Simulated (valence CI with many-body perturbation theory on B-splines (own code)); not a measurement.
**E1 transitions of Xe21+**

Computed by valence CI with perturbative core correlation (CI+MBPT): five valence electrons over a frozen Dirac-Fock core [Ar] 3d10, radial functions for each j: 11 s, 11 p, 10 d, 8 f, 5 g, 2 h, with the one-electron correlation potential Σ1 (screened to all orders), the two-electron term Σ2, the three-electron term Σ3, Breit, model QED; selected single and double excitations, second order for the rest, scaled by the run's own slope (own B-spline code, finite nucleus).

No measured spectrum was set against this ion. As an estimate, levels hold to about 250 cm⁻¹ or 0.2 % of their energy and the worst to 1 %, as in measured heavy ions of charge 2 to 7; those with d or f electrons hold less well. Among the levels kept, up to 2100 cm⁻¹ of a level comes from second order outside the variational space, and about a tenth of that is noise between levels of different J, which matters for small intervals.

Lines 151 to 200 of 552 in falling wavelength, among levels below 1773500 cm⁻¹, chosen from the strongest by gf and those to the six lowest levels. Wavelengths and rates use the calculated energies, so an error of 1000 cm⁻¹ moves a line at 147.6 Å by 0.15 % and its rate by three times that or more. Electric multipoles are in the length gauge, E1 and E2 with the static RPA response of the core. Weak lines are less certain than strong ones. Lines between different terms over intervals too small for the method are left out, as are lines whose strength nearly cancels. Where a level lies close to another of its J and parity, the split of strength between their lines is uncertain. The highest levels of a list are the least certain.

Levels are named by their leading jj configuration (3d3/2^4 stands for four electrons in 3d with j = 3/2), which in mixed levels can hold well under half, so a name can repeat and another be missing. Letters in brackets count levels of one name in rising energy.

```tsv
λ vac (Å)	Upper	Lower	A (s⁻¹)	S (a.u.) with core polarisation	S without
147.6	(4s^2 4p1/2 4p3/2 4d3/2) J=3/2 [a]	(4s^2 4p1/2 4p3/2^2) J=5/2	3.95e+10	2.50e-01	2.70e-01
147.4	(4s 4p1/2 4p3/2^3) J=5/2	(4s^2 4p1/2^2 4p3/2) J=3/2	3.91e+08	3.71e-03	3.99e-03
146.7	(4s^2 4p1/2 4p3/2 4d3/2) J=5/2 [a]	(4s^2 4p1/2 4p3/2^2) J=3/2	2.99e+08	2.80e-03	3.01e-03
146.2	(4s^2 4p1/2 4p3/2 4f7/2) J=7/2	(4s^2 4p3/2^2 4d5/2) J=9/2	2.69e+10	3.33e-01	3.59e-01
145.4	(4s 4p1/2 4p3/2^2 4d3/2) J=3/2 [f]	(4s^2 4p1/2 4p3/2 4d3/2) J=5/2 [a]	1.69e+10	1.03e-01	1.11e-01
145.1	(4s 4p3/2^4) J=1/2	(4s^2 4p1/2 4p3/2^2) J=1/2	5.27e+08	1.59e-03	1.69e-03
144.8	(4s^2 4p1/2 4p3/2 4d3/2) J=1/2 [a]	(4s^2 4p1/2 4p3/2^2) J=3/2	1.08e+10	3.25e-02	3.49e-02
144.5	(4s^2 4p1/2 4d5/2^2) J=9/2	(4s^2 4p1/2 4p3/2 4d5/2) J=7/2 [b]	2.06e+10	3.06e-01	3.31e-01
144.4	(4s^2 4p1/2 4d3/2^2) J=5/2 [a]	(4s^2 4p1/2 4p3/2 4d3/2) J=5/2 [a]	1.06e+10	9.41e-02	1.02e-01
144.3	(4s^2 4p1/2 4p3/2 4d5/2) J=3/2 [a]	(4s^2 4p1/2 4p3/2^2) J=1/2	2.83e+09	1.68e-02	1.80e-02
143.9	(4s^2 4p1/2^2 4d3/2) J=3/2	(4s^2 4p1/2^2 4p3/2) J=3/2	1.81e+10	1.07e-01	1.15e-01
143.1	(4s 4p1/2 4p3/2^2 4d5/2) J=5/2 [d]	(4s^2 4p1/2^2 4d5/2) J=5/2	1.29e+10	1.12e-01	1.21e-01
142.3	(4s^2 4p1/2 4p3/2 4d3/2) J=3/2 [a]	(4s^2 4p1/2 4p3/2^2) J=3/2	2.71e+09	1.54e-02	1.64e-02
141.9	(4s 4p1/2 4p3/2^2 4d3/2) J=3/2 [d]	(4s^2 4p1/2^2 4d3/2) J=3/2	1.51e+10	8.51e-02	9.18e-02
141.8	(4s^2 4p3/2^2 4d3/2) J=1/2	(4s^2 4p3/2^3) J=3/2	5.91e+09	1.66e-02	1.80e-02
141.7	(4s^2 4p1/2 4d3/2 4d5/2) J=1/2 [b]	(4s^2 4p1/2 4p3/2 4d3/2) J=3/2 [b]	4.45e+10	1.25e-01	1.34e-01
141.5	(4s 4p1/2^2 4p3/2 4d3/2) J=3/2 [b]	(4s 4p1/2^2 4p3/2^2) J=5/2	2.49e+09	1.39e-02	1.49e-02
141.2	(4s^2 4p3/2 4d5/2^2) J=9/2	(4s^2 4p3/2^2 4d3/2) J=7/2	6.35e+09	8.82e-02	9.52e-02
141.2	(4s^2 4p3/2 4d5/2^2) J=11/2	(4s^2 4p3/2^2 4d5/2) J=9/2	1.25e+10	2.09e-01	2.27e-01
139.8	(4s^2 4p3/2 4d3/2 4d5/2) J=5/2 [b]	(4s^2 4p3/2^2 4d3/2) J=7/2	1.61e+10	1.30e-01	1.40e-01
139.7	(4s^2 4p3/2 4d3/2 4d5/2) J=7/2 [c]	(4s^2 4p3/2^2 4d3/2) J=7/2	1.54e+10	1.66e-01	1.78e-01
139.7	(4s^2 4p1/2 4p3/2 4d5/2) J=5/2 [a]	(4s^2 4p1/2 4p3/2^2) J=5/2	1.24e+10	1.00e-01	1.07e-01
139.4	(4s^2 4p3/2^2 4d3/2) J=3/2 [a]	(4s^2 4p3/2^3) J=3/2	3.99e+08	2.13e-03	2.32e-03
139.3	(4s 4p1/2^2 4p3/2 4d5/2) J=5/2 [a]	(4s 4p1/2^2 4p3/2^2) J=5/2	1.41e+10	1.13e-01	1.21e-01
139.1	(4s^2 4p1/2 4d5/2^2) J=5/2 [a]	(4s^2 4p1/2 4p3/2 4d5/2) J=7/2 [b]	2.14e+10	1.70e-01	1.83e-01
138.9	(4s 4p1/2 4p3/2^3) J=1/2	(4s^2 4p1/2^2 4p3/2) J=3/2	1.16e+10	3.06e-02	3.31e-02
138.4	(4s^2 4p3/2^2 4f5/2) J=7/2	(4s^2 4p3/2^2 4d3/2) J=7/2	1.08e+10	1.13e-01	1.23e-01
138.2	(4s^2 4p3/2^2 4d3/2) J=5/2	(4s^2 4p3/2^3) J=3/2	9.52e+09	7.44e-02	8.01e-02
138.0	(4s^2 4p1/2 4d3/2 4d5/2) J=9/2	(4s^2 4p1/2 4p3/2 4d5/2) J=9/2	3.29e+10	4.26e-01	4.57e-01
137.7	(4s^2 4p1/2 4p3/2 4d5/2) J=3/2 [a]	(4s^2 4p1/2 4p3/2^2) J=5/2	3.77e+10	1.94e-01	2.10e-01
137.3	(4s^2 4p1/2 4p3/2 4d3/2) J=1/2 [b]	(4s^2 4p1/2 4p3/2^2) J=1/2	2.25e+09	5.74e-03	6.19e-03
137.2	(4s 4p1/2 4p3/2^2 4d5/2) J=1/2 [a]	(4s 4p1/2 4p3/2^3) J=3/2 [a]	4.58e+10	1.17e-01	1.26e-01
137.0	(4s^2 4p1/2 4d3/2 4d5/2) J=7/2	(4s^2 4p1/2 4p3/2 4d3/2) J=7/2	1.41e+10	1.43e-01	1.54e-01
137.0	(4s 4p3/2^3 4d5/2) J=3/2 [a]	(4s 4p3/2^4) J=1/2	1.67e+10	8.49e-02	9.15e-02
137.0	(4s 4p1/2 4p3/2^2 4d5/2) J=5/2 [a]	(4s 4p1/2 4p3/2^3) J=3/2 [a]	2.18e+10	1.66e-01	1.79e-01
137.0	(4s 4p1/2 4p3/2^2 4d5/2) J=3/2 [c]	(4s 4p1/2 4p3/2^3) J=1/2	3.44e+10	1.74e-01	1.88e-01
136.6	(4s^2 4p1/2^2 4d5/2) J=5/2	(4s^2 4p1/2^2 4p3/2) J=3/2	3.27e+10	2.47e-01	2.64e-01
136.5	(4s 4p1/2 4p3/2^3) J=3/2 [b]	(4s^2 4p1/2^2 4p3/2) J=3/2	8.31e+09	4.17e-02	4.50e-02
136.4	(4s^2 4p1/2 4d3/2 4d5/2) J=5/2	(4s^2 4p1/2 4p3/2 4d5/2) J=7/2 [a]	1.14e+10	8.60e-02	9.26e-02
136.2	(4s^2 4p1/2 4p3/2 4f7/2) J=5/2 [b]	(4s^2 4p3/2^2 4d5/2) J=7/2	1.15e+10	8.63e-02	9.29e-02
135.8	(4s^2 4p1/2 4d5/2^2) J=5/2 [b]	(4s^2 4p1/2 4p3/2 4d3/2) J=3/2 [b]	1.26e+10	9.35e-02	1.00e-01
135.3	(4s^2 4p3/2 4d3/2 4d5/2) J=1/2	(4s^2 4p3/2^2 4d3/2) J=3/2 [a]	5.26e+10	1.28e-01	1.38e-01
135.3	(4s^2 4p1/2 4p3/2 4f5/2) J=7/2 [a]	(4s^2 4p1/2 4p3/2 4d3/2) J=5/2 [b]	8.38e+09	8.19e-02	8.91e-02
135.0	(4s^2 4p1/2 4p3/2 4d5/2) J=5/2 [a]	(4s^2 4p1/2 4p3/2^2) J=3/2	2.20e+10	1.60e-01	1.71e-01
134.9	(4s^2 4p1/2 4d5/2^2) J=5/2 [b]	(4s^2 4p1/2 4p3/2 4d5/2) J=7/2 [b]	3.28e+10	2.38e-01	2.56e-01
134.7	(4s^2 4p1/2 4d3/2 4d5/2) J=3/2 [b]	(4s^2 4p1/2 4p3/2 4d3/2) J=1/2 [b]	2.68e+10	1.29e-01	1.38e-01
134.5	(4s^2 4p1/2 4d5/2^2) J=5/2 [b]	(4s^2 4p1/2 4p3/2 4d3/2) J=5/2 [b]	1.86e+10	1.34e-01	1.43e-01
134.3	(4s 4p1/2 4p3/2^2 4d3/2) J=3/2 [f]	(4s 4p1/2 4p3/2^3) J=3/2 [b]	2.32e+10	1.11e-01	1.19e-01
134.2	(4s^2 4p3/2 4d3/2 4d5/2) J=7/2 [c]	(4s^2 4p3/2^2 4d3/2) J=5/2	1.76e+10	1.68e-01	1.81e-01
134.0	(4s^2 4p1/2 4p3/2 4f7/2) J=9/2 [a]	(4s^2 4p1/2 4p3/2 4d5/2) J=7/2 [b]	1.02e+10	1.22e-01	1.30e-01
```
